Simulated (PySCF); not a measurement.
A calculated (BP86, PySCF 2.14, x2c-TZVPPall with one added diffuse shell each of s, p, d, f type, the spin-free X2C one-electron Hamiltonian (Gaussian nucleus)) atom or ion has these occupied shells.

```csv
shell,electrons,orbital energy (eV),"rms radius, mean of both spins (bohr)"
1s α,1,-46567.0,0.0259
1s β,1,-46566.9,0.0259
2s α,1,-7608.1,0.105
2s β,1,-7608.1,0.105
2p α,3,-6797.9,0.0940
2p β,3,-6797.9,0.0940
3s α,1,-1666.2,0.272
3s β,1,-1664.4,0.272
3p α,3,-1411.9,0.272
3p β,3,-1410.1,0.272
3d α,5,-1061.8,0.251
3d β,5,-1060.5,0.251
4s α,1,-330.85,0.616
4s β,1,-326.33,0.616
4p α,3,-247.02,0.654
4p β,3,-242.51,0.654
4d α,5,-128.11,0.723
4d β,5,-123.61,0.723
5s α,1,-42.092,1.51
5s β,1,-39.250,1.51
5p α,3,-22.125,1.80
5p β,3,-19.796,1.80
4f α,6,-1.952,1.25
5d α,2,-1.456,4.36
```

(1) Name the element and its charge.

Answers

(1) Sm (samarium, neutral), in [Xe] 4f6 5d2, one real determinant (an excited configuration).
